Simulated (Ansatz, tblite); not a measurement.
Cost and result up the ladder for the cluster HfS2⁺ (3 atoms). The state is a doublet with charge 1. Geometry: PBE-D4/def2-TZVP.

| atom | x (Å) | y (Å) | z (Å) |
| --- | --- | --- | --- |
| Hf1 | 0.2588 | 0.6878 | -0.7559 |
| S2 | 1.1742 | 0.0373 | 1.1711 |
| S3 | -1.4330 | -0.7251 | -0.4151 |

Ansatz on 4 threads of Arm Neoverse V2 on a shared host; xTB runs through tblite on one thread. Times are rough, summed over both states, and most runs start from the orbitals of an earlier one. RPA@PBE/def2-TZVP serves as the yardstick here, not as an exact answer. The other state is a quartet at its own geometry.

In the def2 sets Hf takes a core potential; there is no spin–orbit coupling. The xTB rows come from tblite. LC-ωPBE has ω = 0.4 bohr⁻¹. B3LYP takes the VWN-RPA correlation. Correlated methods freeze 10 core orbitals; core or outer-core shells of Hf are correlated, in sets that lack core-valence functions. In CCSD on the charge 1 quartet the largest single amplitude is 0.29, so its Hartree–Fock determinant may place the open shell otherwise than the density functionals do. The structure comes from a short search, and lower isomers may exist.

Run but left out: HF/def2-TZVP, HF/def2-TZVPP (quartet: a determinant that CCSD turns far, T1 0.055); MP2/def2-TZVP, MP2/def2-TZVPP (doublet: ⟨S²⟩ 1.00, where a pure state has 0.75).

Correlated methods converge slowly with the basis.

xTB has no spin-polarisation term.

```csv
level,functions,quartet − doublet (eV),difference from RPA@PBE/def2-TZVP (eV),remarks
PBE-QIDH/def2-TZVP,114,1.95,0.45,spin-contaminated (⟨S²⟩ 0.87) (doublet)
PBE0-D4/def2-TZVP,114,1.71,0.22,–
RPA@PBE/def2-TZVP,114,1.50,0.00,–
B3LYP-D4/def2-TZVP,114,1.67,0.17,–
LC-ωPBE/def2-TZVP,114,1.71,0.21,spin-contaminated (⟨S²⟩ 0.83) (doublet)
GFN2-xTB,27,1.79,0.29,–
r2SCAN-D4/def2-TZVP,114,1.65,0.15,–
CCSD(T)/def2-TZVPP,140,1.88,0.38,"large T1 (0.055) (quartet), spin-contaminated (⟨S²⟩ 1.00) (doublet)"
revPBE-D4/def2-TZVP,114,1.69,0.19,–
PBE-D4/def2-TZVP (with forces),114,1.71,0.21,–
GFN1-xTB,27,2.04,0.55,–
B2PLYP/def2-TZVP,114,1.90,0.40,spin-contaminated (⟨S²⟩ 0.83) (doublet)
```

Task: Estimate how long each takes.

Result: GFN1-xTB 0.006 s; GFN2-xTB 0.006 s; revPBE-D4/def2-TZVP 2.9 s; PBE-D4/def2-TZVP (with forces) 2.9 s; B3LYP-D4/def2-TZVP 3.8 s; RPA@PBE/def2-TZVP 4.5 s; PBE0-D4/def2-TZVP 6.4 s; PBE-QIDH/def2-TZVP 8.1 s; r2SCAN-D4/def2-TZVP 8.2 s; B2PLYP/def2-TZVP 8.6 s; LC-ωPBE/def2-TZVP 11 s; CCSD(T)/def2-TZVPP 25 s. On shared hardware such times vary by a factor of up to 3.
